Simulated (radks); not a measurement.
Problem. The iodine anion I-, [Xe], held by a Watson sphere: a shell of charge +1 at radius R that stands for the Madelung well of a crystal (potential energy -1/R inside, -1/r outside, in hartree with lengths in bohr). Calculated with a radial shooting solver on a logarithmic mesh with Libxc functionals: scalar-relativistic Kohn-Sham, LB94 model potential, spin-polarised, spherical densities, finite nucleus; Fermi nuclear charge, rms radius of each element as measured or else 0.836 A^(1/3) + 0.57 fm. Response by self-consistent Sternheimer equations with the Hartree and adiabatic LDA kernel, the relativistic mass of each level held fixed and spin-orbit coupling left out. The sphere does not respond.

| R (bohr) | e(4d) (eV) | e(5s) (eV) | e(5p) (eV) | <r> 5p (bohr) | sum of <r^2> (bohr^2) | X-ray form factor at sin(theta)/lambda = 0.3 1/angstrom | alpha (bohr^3) |
|---|---|---|---|---|---|---|---|
| 2.81 | -56.468 | -22.029 | -11.545 | 2.486 | 68.90 | 36.692 | 37.33 |
| 3.29 | -55.922 | -21.339 | -10.927 | 2.529 | 70.64 | 36.708 | 41.66 |
| 3.52 | -55.665 | -21.032 | -10.634 | 2.545 | 71.33 | 36.714 | 43.69 |
| 4.88 | -54.273 | -19.519 | -9.128 | 2.599 | 73.78 | 36.725 | 53.32 |
| 5.43 | -53.805 | -19.040 | -8.644 | 2.607 | 74.24 | 36.726 | 55.84 |

Estimate the row for R = 5.35 bohr.

Solution. e(4d) (eV) -53.870; e(5s) (eV) -19.105; e(5p) (eV) -8.710; <r> 5p (bohr) 2.606; sum of <r^2> (bohr^2) 74.19; X-ray form factor at sin(theta)/lambda = 0.3 1/angstrom 36.726; alpha (bohr^3) 55.52.
